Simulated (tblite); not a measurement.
Species: C5H13B.
Bonds: B1–C2, C2–C3, C3–C4, C4–C5, C5–C6. Hydrogens: H7, H8 on B1; H9, H10 on C2; H11, H12 on C3; H13, H14 on C4; H15, H16 on C5; H17, H18, H19 on C6.

Computed with GFN2-xTB (tblite), gas phase: L-BFGS steps from a force-field or distance-geometry start until the largest atomic force falls under 0.01 eV/Å.

Step 30: E = -504.9260 eV
```
atom  x, y, z in Å  |  force x, y, z in eV/Å
B1      3.3427   -0.6875   -0.3418    0.188   0.004  -0.002
C2      1.9814   -0.5148    0.4206   -0.013  -0.022   0.091
C3      0.8083   -0.0404   -0.4450    0.035   0.079  -0.044
C4     -0.5308   -0.0410    0.2974    0.212  -0.139  -0.007
C5     -1.6565    0.5593   -0.5405    0.174  -0.012   0.025
C6     -2.9623    0.5744    0.2343   -0.057  -0.018   0.084
H7      3.2944   -0.8446   -1.5140    0.241   0.023   0.334
H8      4.3704   -0.6695    0.2621   -0.436  -0.057  -0.356
H9      1.7331   -1.5046    0.8373    0.027   0.139  -0.039
H10     2.0690    0.1516    1.2859   -0.009  -0.102  -0.015
H11     1.0292    0.9772   -0.7792   -0.049  -0.002  -0.029
H12     0.7454   -0.6687   -1.3400   -0.105   0.054   0.123
H13    -0.7879   -1.0744    0.5465   -0.017   0.030   0.094
H14    -0.4304    0.5201    1.2363   -0.016  -0.081  -0.171
H15    -1.3767    1.5763   -0.8215   -0.064   0.042  -0.041
H16    -1.7681   -0.0244   -1.4577   -0.037   0.037   0.015
H17    -3.7701    1.0039   -0.3470   -0.052   0.063  -0.101
H18    -2.8540    1.1471    1.1490    0.023   0.153   0.073
H19    -3.2469   -0.4307    0.5223   -0.046  -0.189  -0.034
```

Step 31: E = -504.9404 eV
```
atom  x, y, z in Å  |  force x, y, z in eV/Å
B1      3.3348   -0.6749   -0.3443   -0.040  -0.003   0.037
C2      1.9744   -0.5415    0.4231   -0.009   0.051  -0.007
C3      0.8125   -0.0387   -0.4407    0.004   0.019  -0.017
C4     -0.5215   -0.0387    0.3030    0.058  -0.051  -0.015
C5     -1.6468    0.5631   -0.5348    0.039  -0.006   0.031
C6     -2.9615    0.5772    0.2341   -0.015  -0.009   0.035
H7      3.3125   -0.9568   -1.4775    0.092  -0.006  -0.041
H8      4.3488   -0.5056    0.2093    0.046  -0.045  -0.007
H9      1.7210   -1.5444    0.7901    0.004   0.020  -0.005
H10     2.0462    0.0891    1.3114    0.004  -0.019   0.054
H11     1.0423    0.9792   -0.7648   -0.035   0.012  -0.020
H12     0.7375   -0.6582   -1.3375   -0.069   0.018   0.026
H13    -0.7845   -1.0670    0.5632   -0.001  -0.006   0.056
H14    -0.4207    0.5271    1.2353   -0.004  -0.030  -0.074
H15    -1.3722    1.5823   -0.8169   -0.047   0.007  -0.008
H16    -1.7591   -0.0173   -1.4545   -0.026   0.027   0.030
H17    -3.7612    1.0099   -0.3607   -0.005   0.013  -0.036
H18    -2.8615    1.1558    1.1488    0.016   0.078   0.010
H19    -3.2508   -0.4312    0.5181   -0.012  -0.069  -0.049
```

Step 32: E = -504.9419 eV
```
atom  x, y, z in Å  |  force x, y, z in eV/Å
B1      3.3360   -0.6769   -0.3438   -0.042   0.000   0.026
C2      1.9754   -0.5378    0.4227   -0.007   0.039   0.004
C3      0.8122   -0.0388   -0.4414    0.001   0.021  -0.017
C4     -0.5222   -0.0397    0.3020    0.059  -0.050  -0.008
C5     -1.6478    0.5626   -0.5348    0.041  -0.006   0.023
C6     -2.9619    0.5768    0.2346   -0.017  -0.008   0.034
H7      3.3137   -0.9426   -1.4817    0.093  -0.004  -0.022
H8      4.3510   -0.5269    0.2146    0.033  -0.047  -0.011
H9      1.7222   -1.5390    0.7963    0.009   0.033  -0.012
H10     2.0495    0.0966    1.3088    0.001  -0.028   0.037
H11     1.0402    0.9792   -0.7667   -0.036   0.013  -0.022
H12     0.7370   -0.6591   -1.3376   -0.062   0.017   0.030
H13    -0.7852   -1.0680    0.5623    0.001  -0.005   0.052
H14    -0.4222    0.5259    1.2342    0.002  -0.026  -0.063
H15    -1.3736    1.5815   -0.8176   -0.042   0.013  -0.006
H16    -1.7606   -0.0176   -1.4540   -0.029   0.019   0.016
H17    -3.7626    1.0092   -0.3593   -0.001   0.015  -0.037
H18    -2.8604    1.1561    1.1488    0.009   0.070   0.013
H19    -3.2506   -0.4322    0.5175   -0.014  -0.065  -0.038
```

Question: Estimate the geometry and energy of step 33. (The exact step hangs on the optimiser's Hessian estimate; all steps are aligned on step 32, rigid shifts and turns removed.)

Answer: E = -504.9416 eV, largest force 0.429 eV/Å
```
atom  x, y, z in Å  |  force x, y, z in eV/Å
B1      3.3464   -0.6941   -0.3395    0.166   0.028  -0.074
C2      1.9836   -0.5064    0.4190    0.029  -0.086   0.077
C3      0.8087   -0.0390   -0.4473    0.009   0.049  -0.002
C4     -0.5273   -0.0486    0.2939    0.037  -0.021   0.037
C5     -1.6561    0.5576   -0.5352    0.029  -0.004  -0.041
C6     -2.9666    0.5734    0.2389   -0.009  -0.015   0.022
H7      3.3286   -0.8136   -1.5162    0.134   0.006   0.320
H8      4.3708   -0.7188    0.2593   -0.362  -0.033  -0.227
H9      1.7325   -1.4892    0.8508    0.030   0.123  -0.060
H10     2.0791    0.1630    1.2829   -0.024  -0.084  -0.076
H11     1.0208    0.9783   -0.7834   -0.033   0.027  -0.036
H12     0.7330   -0.6669   -1.3389   -0.010   0.001   0.058
H13    -0.7911   -1.0769    0.5552    0.020  -0.004   0.023
H14    -0.4353    0.5155    1.2254    0.050   0.003   0.013
H15    -1.3857    1.5752   -0.8228   -0.006   0.040   0.005
H16    -1.7750   -0.0217   -1.4512   -0.037  -0.028  -0.071
H17    -3.7757    1.0034   -0.3474    0.053   0.019  -0.035
H18    -2.8517    1.1585    1.1487   -0.049  -0.007   0.022
H19    -3.2488   -0.4404    0.5126   -0.029  -0.015   0.044
```

The energy changes by +0.0003 eV. The first-order estimate −F·Δx gives -0.0130 eV and the mean of the old and new forces, exact on a quadratic surface, +0.0055 eV. The step makes an angle of 79° with the force vector and moves no atom by more than 0.198 Å.

What follows is the cost of the whole relaxation. Time: 0.39 s of wall time. Hardware: an Arm Neoverse V2 with one thread, shared host.
